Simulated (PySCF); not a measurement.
F2Sr, charge +1, doublet (typed; the unrestricted solution is spin-contaminated), geometry from GFN2-xTB (such geometries of metal compounds can be far from the true shape) (a state made from the parent by changing its charge; the spin is typed, not shown lowest) (all electrons, no relativity). Base run: M062X/STO-3G run with PySCF.

PySCF was given this input:
```python
from pyscf import gto, scf, dft

mol = gto.M(
    atom='''
Sr   -0.511119   -0.118058   -0.045484
F     0.910374    1.341797   -0.844596
F     1.247684   -0.843329    1.036641
''',
    basis='sto-3g',
    charge=1,
    spin=1,
    verbose=4,
)

mf = dft.UKS(mol)
mf.xc = 'm062x'
mf.kernel()
```

The base run was repeated with changes; each row names its change, and settings that it needs were set with it.

```
change                          ΔE vs base (mEh)  grid points  electrons on the grid
------------------------------  ----------------  -----------  ---------------------
base                                       0.000        50440               54.99999
grids.level = 2                            2.147        37256               54.99992
grids.level = 7                            0.067       268848               55.00000
grids.level = 0                            142.9         4984               55.01722
grids.level = 1                           14.570        18688               55.00028
grids.level = 4                           -0.234        89800               54.99999
grids.radi_method = delley                 0.108        48792               54.99999
small_rho_cutoff = 0                       0.000        50440               54.99999
grids.atom_grid = (99, 590)               -0.450        92616               54.99999
grids.becke_scheme = stratmann            -0.021        50440               55.00001
grids.atom_grid = (30, 110)               -274.7         7344               55.01170
```

Open shells are given as the SCF converged; they aren't shown to be the lowest states, and a large step between rows can be another state.
